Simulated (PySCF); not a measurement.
## Predicted spectroscopic data

One averaged value for each set of equivalent atoms, one conformer, no solvent, non-relativistic. Structure optimised with GFN2-xTB; NMR shieldings at PBE0/pcSseg-1/GIAO; PySCF 2.14.

Chemical shifts δ = σref − σ; $^{1}$H and $^{13}$C vs TMS, all at this level. Splittings of carbon signals by F and P are missing where no couplings were computed. Where no couplings were computed, multiplicities follow the n + 1 count of equivalent neighbours, and m marks all less simple cases (inequivalent or close neighbours, rings, F or P nearby). Shifts are as computed. Against solution values, carbons near 30 ppm lie about +3 ppm off and those near 130 ppm about +5 ppm; carbons on Cl a further +6 ppm. Of 1211 compounds with measured shifts, 218 miss one by over three times the rms of a fit or turn the order of signals round; such compounds aren't used in these exercises. Carbons bonded to Cl come out too deshielded. OH and NH positions are gas-phase values without hydrogen bonding to other molecules.

Compound 1 (C7H10O). $^{1}$H NMR (400 MHz, computed): δ 6.42 (s, 2H), 2.55 (s, 2H), 1.61 (s, 6H). $^{13}$C{$^{1}$H} NMR (computed): δ 141.9, 113.1, 35.2, 21.5. Structure: SMILES CC1=COC=C(C)C1.

Compound 2 (C6H11ClO). $^{1}$H NMR (400 MHz, computed): δ 4.24 (m, 1H), 3.32 (m, 1H), 2.04 (m, 2H), 1.89 (m, 2H), 1.75 (m, 2H), 1.67 (m, 2H), 0.08 (br s, 1H). $^{13}$C{$^{1}$H} NMR (computed): δ 74.4 (CH), 62.7 (CH), 37.0 (CH2), 34.4 (CH2). Structure: `O[C@H]1CC[C@@H](Cl)CC1`.

Compound 3 (C8H7FO). $^{1}$H NMR (400 MHz, computed): δ 8.41 (m, 1H), 8.24 (m, 1H), 7.83 (m, 1H), 7.76 (m, 1H), 2.61 (s, 3H). $^{13}$C{$^{1}$H} NMR (computed): δ 166.1, 144.9, 142.2, 140.4, 135.8, 134.2, 129.8, 23.8. Structure: SMILES Cc1cccc(C(=O)F)c1.

Compound 4 (C7H13N3). $^{1}$H NMR (400 MHz, computed): δ 7.23 (s, 1H), 4.17 (s, 3H), 1.45 (s, 9H). $^{13}$C{$^{1}$H} NMR (computed): δ 164.6, 123.8, 36.2, 33.1, 32.0. Structure: `Cn1cc(C(C)(C)C)nn1`.
